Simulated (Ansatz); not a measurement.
Isolated molecules relaxed with PBE0-D4/def2-TZVP in Ansatz; ΔE leaves out vibrations. CCSD(T)/CBS is the MP2 limit (def2-TZVPP, def2-QZVPP) plus CCSD(T) − MP2 in def2-TZVPP, frozen cores. Functionals use def2-TZVPP. B3LYP here is the variant with VWN-RPA as its local correlation; programs differ in this. HSE06 is defined as in plane-wave codes. Each species was taken in one conformer, which may not be the lowest.

Reaction (formal exchange of groups at a C–C bond): `C#CC(C)(C)C` + `BBO` → `BB(C)O` + `C#CC(C)C`

`C#CC(C)(C)C`:

Cartesian coordinates in Å:
```
C -1.378 0.533 2.168
C -0.747 0.289 1.175
C 0.021 -0.008 -0.034
C 1.414 -0.507 0.366
C 0.149 1.266 -0.875
C -0.706 -1.090 -0.839
H -1.936 0.749 3.048
H 1.998 -0.733 -0.531
H 1.344 -1.413 0.970
H 1.947 0.249 0.945
H -0.834 1.640 -1.166
H 0.722 1.056 -1.782
H 0.661 2.051 -0.316
H -1.703 -0.754 -1.129
H -0.140 -1.320 -1.745
H -0.811 -2.006 -0.254
```

`BBO`:

Z-matrix (Å, degrees):
```
B
B 1 1.671
H 1 1.200 2 122.0
H 1 1.200 2 122.0 3 -174.5
O 2 1.357 1 123.3 3 -92.7
H 2 1.214 1 118.1 3 87.3
H 5 0.960 2 113.4 1 -180.0
```

`BB(C)O`:

Cartesian coordinates in Å:
```
B -0.801 0.343 1.296
B -0.274 0.064 -0.276
C 1.194 -0.464 -0.499
O -1.009 0.274 -1.410
H -1.347 -0.509 1.943
H -0.594 1.375 1.873
H 1.534 -1.162 0.270
H 1.305 -0.934 -1.480
H 1.881 0.391 -0.463
H -1.889 0.620 -1.253
```

`C#CC(C)C`:

Cartesian coordinates in Å:
```
C -2.155 0.685 -1.090
C -1.126 0.549 -0.485
C 0.125 0.360 0.239
C -0.004 -0.768 1.262
C 1.281 0.109 -0.728
H -3.067 0.811 -1.623
H 0.330 1.291 0.782
H 0.925 -0.872 1.827
H -0.209 -1.717 0.760
H -0.817 -0.574 1.963
H 1.383 0.927 -1.442
H 1.115 -0.813 -1.290
H 2.219 0.011 -0.176
```

```csv
level,ΔE (kcal/mol),difference from CCSD(T)/CBS
PBE-D4,-10.9,-2.1
B97M-V,-10.8,-2.0
r2SCAN0-D4,-10.4,-1.6
HSE06-D4,-10.5,-1.7
BHLYP-D4,-9.6,-0.8
ωB97M-V,-9.5,-0.7
B2PLYP,-10.1,-1.3
PBE-QIDH,-9.6,-0.8
PBE,-11.8,-3.0
B3LYP,-11.5,-2.7
RPA@PBE/def2-TZVPP,-7.2,1.6
HF/def2-SVP,-9.6,-0.8
CCSD/def2-TZVPP,-8.7,0.1
CCSD(T)/def2-TZVPP,-8.4,0.4
HF/def2-QZVPP,-9.8,-1.0
SCS-MP2/def2-QZVPP,-7.9,0.9
CCSD(T)/CBS,-8.8,0
```

Question: What do rigid-rotor, harmonic-oscillator terms from PBE0-D4/def2-TZVP frequencies (298.15 K, 1 bar) make of the CCSD(T)/CBS value? (Estimate.)

Answer: The calculation gave: ΔZPE = +0.3 kcal/mol, ΔH = -8.2 kcal/mol, ΔS = 31 J/(mol·K), ΔG = -10.4 kcal/mol.

Largest T1 diagnostic among the species: 0.013.

In def2-TZVPP, CCSD(T) changes the Hartree–Fock value by +1.4 kcal/mol (the triples alone add +0.3 kcal/mol) and MP2 by +2.1 kcal/mol. From BLYP to BHLYP (50 % exact exchange), in def2-TZVPP and without D4, ΔE moves by +1.4 kcal/mol.
